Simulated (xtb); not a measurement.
C₂H₅ClGeO, SMILES [Cl][GeH]1[CH2]O[CH2]1. All values are semi-empirical tight-binding results from xtb (GFN2-xTB unless named), good for trends rather than for accurate numbers. Geometry optimised at GFN2-xTB. The structure was generated by enumeration, and PubChem lists no compound with its InChIKey, so it may never have been made.

For metal compounds this method's bond lengths and energies can be far off.

**Question.** Estimate the properties. (Estimate from the structure and the level; the computed values follow.)

**Answer.** 
- point group as xtb finds it = Cs
- orbital gap = 5.20 eV
- zero-point energy = 39.4 kcal/mol
- G − E(el) at 298.15 K (modified RRHO) = 19.5 kcal/mol
